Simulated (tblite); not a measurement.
Compound: C3H11BOS2.
Atom-mapped SMILES: `[BH3-:1][S@+:2]([CH3:3])[CH2:4][S@@:5]([CH3:6])=[O:7]` (hydrogens: H8, H9, H10 on B1; H11, H12, H13 on C3; H14, H15 on C4; H16, H17, H18 on C6)
Bond orders are those of one Lewis drawing.

Computed with GFN2-xTB (tblite), gas phase: L-BFGS steps from a force-field or distance-geometry start until the largest atomic force falls under 0.01 eV/Å.

Step 1: E = -646.9868 eV
```
atom  x, y, z in Å  |  force x, y, z in eV/Å
B1     -2.0753   -1.2768    0.8547   -0.839  -0.826   0.205
S2     -0.8600    0.0561    0.3121    0.273   0.766   1.453
C3     -1.6485    1.0982   -0.9395   -0.089   0.147  -0.321
C4      0.5662   -0.7637   -0.4366   -0.226  -0.136   0.073
S5      1.8788    0.4789   -0.8092   -0.204   1.103  -0.393
C6      2.4756    0.9539    0.8630    0.039  -0.004   0.356
O7      2.9456   -0.3129   -1.3718    0.791  -0.580  -0.431
H8     -3.0113   -0.7169    1.3256    0.099   0.265  -0.022
H9     -1.5364   -1.9415    1.6762    0.285   0.140   0.015
H10    -2.3979   -1.9262   -0.0734    0.061  -0.061  -0.404
H11    -1.9359    0.5016   -1.8000   -0.076   0.059  -0.021
H12    -0.9463    1.8850   -1.2218   -0.154  -0.135  -0.029
H13    -2.5387    1.5482   -0.4654    0.499  -0.362  -0.205
H14     0.2895   -1.2541   -1.3679    0.118  -0.035  -0.033
H15     0.9594   -1.4871    0.2798   -0.202   0.017  -0.061
H16     3.3423    1.6185    0.7199   -0.400  -0.370  -0.040
H17     1.6989    1.4895    1.4065    0.045  -0.155  -0.114
H18     2.7852    0.0555    1.3962   -0.021   0.167  -0.029
```

Step 2: E = -647.0973 eV
```
atom  x, y, z in Å  |  force x, y, z in eV/Å
B1     -2.0936   -1.2949    0.8588   -0.415  -0.428   0.177
S2     -0.8541    0.0720    0.3451    0.095   0.465   0.641
C3     -1.6528    1.1023   -0.9501    0.343  -0.156   0.263
C4      0.5617   -0.7706   -0.4356   -0.201   0.540   0.123
S5      1.8834    0.4970   -0.8237    0.156   0.203  -0.160
C6      2.4766    0.9535    0.8742   -0.127   0.002  -0.275
O7      2.9538   -0.3192   -1.3764    0.271  -0.095  -0.204
H8     -3.0087   -0.7115    1.3249   -0.061   0.224   0.040
H9     -1.5305   -1.9383    1.6763    0.218   0.039   0.061
H10    -2.3965   -1.9271   -0.0811    0.043  -0.081  -0.429
H11    -1.9370    0.5040   -1.7988   -0.092  -0.142  -0.182
H12    -0.9497    1.8817   -1.2219   -0.024   0.017  -0.118
H13    -2.5272    1.5402   -0.4698    0.117  -0.143  -0.074
H14     0.2927   -1.2540   -1.3676   -0.021  -0.054  -0.081
H15     0.9546   -1.4855    0.2776   -0.062  -0.096   0.056
H16     3.3335    1.6105    0.7187   -0.132  -0.157  -0.008
H17     1.7009    1.4858    1.4034   -0.153  -0.017   0.059
H18     2.7843    0.0604    1.3945    0.044  -0.120   0.111
```

**Question.** Estimate the geometry and energy of step 3. (The exact step hangs on the optimiser's Hessian estimate; all steps are aligned on step 2, rigid shifts and turns removed.)

**Answer.** E = -647.1454 eV, largest force 0.577 eV/Å
```
atom  x, y, z in Å  |  force x, y, z in eV/Å
B1     -2.1098   -1.3111    0.8640   -0.142  -0.162   0.090
S2     -0.8497    0.0878    0.3722    0.009   0.196   0.135
C3     -1.6483    1.1011   -0.9501    0.356  -0.331   0.311
C4      0.5558   -0.7635   -0.4329   -0.084   0.523   0.132
S5      1.8919    0.5063   -0.8350    0.078  -0.075   0.021
C6      2.4744    0.9533    0.8742   -0.198  -0.135  -0.339
O7      2.9593   -0.3214   -1.3807    0.182  -0.011  -0.163
H8     -3.0088   -0.7047    1.3254   -0.138   0.149   0.063
H9     -1.5237   -1.9361    1.6775    0.140  -0.029   0.074
H10    -2.3950   -1.9291   -0.0929    0.056  -0.032  -0.331
H11    -1.9391    0.5024   -1.8015    0.008  -0.134  -0.026
H12    -0.9517    1.8807   -1.2243    0.061   0.076  -0.142
H13    -2.5200    1.5339   -0.4731   -0.042  -0.039  -0.007
H14     0.2938   -1.2548   -1.3688   -0.082   0.078   0.084
H15     0.9512   -1.4865    0.2776   -0.071   0.035  -0.023
H16     3.3273    1.6041    0.7180    0.043  -0.001  -0.004
H17     1.6988    1.4838    1.4031   -0.181  -0.001   0.060
H18     2.7847    0.0603    1.3957    0.006  -0.105   0.066
```

The energy changes by -0.0481 eV. The first-order estimate −F·Δx gives -0.0691 eV and the mean of the old and new forces, exact on a quadratic surface, -0.0482 eV. The step makes an angle of 27° with the force vector and moves no atom by more than 0.032 Å.

What follows is the cost of the whole relaxation. Hardware: an Arm Neoverse N1 with one thread, on a shared host. Cost: 0.95 s.
